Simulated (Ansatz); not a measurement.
CH7BO2Si, SMILES `CO[SiH2]BO`, charge 0, multiplicity 1.

Question: Give a relaxed structure at PBE0-D4/def2-TZVP (Ansatz). (Best estimate.)

Answer: Ansatz gave: 
Z-matrix (Å, degrees):
```
C
O 1 1.408
H 1 1.096 2 111.3
H 1 1.092 2 108.6 3 -119.4
H 1 1.096 2 111.3 3 121.2
Si 2 1.663 1 123.8 3 -61.0
B 6 2.026 2 99.8 1 -180.0
H 6 1.495 2 109.9 1 58.3
H 6 1.495 2 109.9 1 -58.3
O 7 1.348 6 115.1 2 0.0
H 7 1.199 6 127.9 2 -180.0
H 10 0.967 7 111.6 6 0.0
```
Point group Cs.
This is one stationary point; other conformers may exist.
